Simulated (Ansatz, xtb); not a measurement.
## C4H10AlF: 5 structures ranked

5 gas-phase structures of C4H10AlF, from a drawn sample of its isomers (lower ones may exist). Each was relaxed with GFN2-xTB; where two conformers were screened, the lower at r2SCAN-D4/def2-SVP is listed:

A. `CC[C@H](C)[AlH][F]`, a singlet
B. `CCC[CH2][AlH][F]`, a singlet
C. `CC(C)[CH2][AlH][F]`, a singlet
D. `C[CH2][Al]([F])[CH2]C`, a singlet
E. `C[C](C)(C)[AlH][F]`, a singlet

Q: Estimate their order in r2SCAN-D4/def2-SVP energy at these geometries, lowest first.

A: Calculated order at r2SCAN-D4/def2-SVP: D (0.0), C (4.9), B (6.2), E (9.5), A (9.6) kcal/mol. Less than 1 kcal/mol parts E and A, so the order within that pair means little.

Energies above the lowest of each column, in kcal/mol; the last columns are at PBE0-D4/def2-SVP geometries and were run for some of them only (a dash: not run or not comparable):

```json
{"structure": "D", "GFN2-xTB": "20.2", "HF/STO-3G": "0.0", "r2SCAN-D4/def2-SVP": "0.0", "PBE0-D4/def2-SVP": "0.0", "CCSD(T)/def2-SVP + ΔMP2/def2-TZVPP": "0.0"}
{"structure": "C", "GFN2-xTB": "0.0", "HF/STO-3G": "10.8", "r2SCAN-D4/def2-SVP": "4.9", "PBE0-D4/def2-SVP": "4.4", "CCSD(T)/def2-SVP + ΔMP2/def2-TZVPP": "3.7"}
{"structure": "B", "GFN2-xTB": "1.5", "HF/STO-3G": "11.8", "r2SCAN-D4/def2-SVP": "6.2", "PBE0-D4/def2-SVP": "5.3", "CCSD(T)/def2-SVP + ΔMP2/def2-TZVPP": "5.4"}
{"structure": "E", "GFN2-xTB": "5.7", "HF/STO-3G": "14.6", "r2SCAN-D4/def2-SVP": "9.5", "PBE0-D4/def2-SVP": "–", "CCSD(T)/def2-SVP + ΔMP2/def2-TZVPP": "–"}
{"structure": "A", "GFN2-xTB": "3.4", "HF/STO-3G": "16.2", "r2SCAN-D4/def2-SVP": "9.6", "PBE0-D4/def2-SVP": "–", "CCSD(T)/def2-SVP + ΔMP2/def2-TZVPP": "–"}
```

CCSD(T)/def2-SVP + ΔMP2/def2-TZVPP puts D lowest of those it was run on; GFN2-xTB picks C. Flexible structures stand in one conformer each, not always the lowest. Frequencies (GFN2-xTB) were run for B, C, D alone. ΔMP2 is the change of the MP2 energy from the smaller to the larger basis.

Over these structures GFN2-xTB departs from r2SCAN-D4/def2-SVP by 8.0 kcal/mol on average once a common shift is removed. A GFN2-xTB relaxation took about 0.12 s and the r2SCAN-D4/def2-SVP energy about 3.3 s on a shared host (Ansatz 0.2.0, xtb 6.7.1).
